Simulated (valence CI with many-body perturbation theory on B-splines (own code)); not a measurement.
Mo²¹⁺ in brief

Level of theory: configuration interaction combined with many-body perturbation theory (CI+MBPT): three valence electrons over a frozen Dirac-Fock core [Ar], a basis of 7 s, 7 p, 8 d, 6 f, 4 g, 1 h functions for each j, with the one-electron correlation potential Σ1 (screened to all orders), the two-electron term Σ2, the three-electron term Σ3, Breit, model QED; selected single and double excitations, second order for the rest, scaled by the run's own slope (own B-spline code, finite nucleus).

No measured spectrum was set against this ion. As an estimate, terms of the open shell hold to 2 to 4 % of their energy, and close levels can change places. Only levels of the ground parity were solved; by the run's estimate the other parity begins above the list, which can be wrong where configurations are misplaced.

Names give the largest LS component (configuration and term), which can be under half, so a name can repeat, a term be missing and a line seem to break the LS rules; names also repeat where a configuration has a term twice.

Rates and lifetimes use the calculated energies. Strong lines usually hold to 10 to 20 %, long lifetimes can be off by a factor of two.

What is the ground level?

3d3 4F_3/2, composition 89 % 3d3 4F + 10 % 3d3 2D, g = 0.446.

What is the ionisation energy?

953.65 eV; NIST lists 953 ± 4 eV (theoretical).

How is the term 4F of the ground level split?

J = 3/2 at 0.0, J = 5/2 at 17012, J = 7/2 at 32708, J = 9/2 at 45449 cm⁻¹.

How well does LS coupling describe the low levels?

Among the lowest 19 levels the leading LS term, summed over configurations, holds 81 % on average. For single configurations the figures are 81 % in LS and 72 % in jj coupling. Terms mix most in the J = 3/2 level at 100230 cm⁻¹, where the leading one holds 50 %.
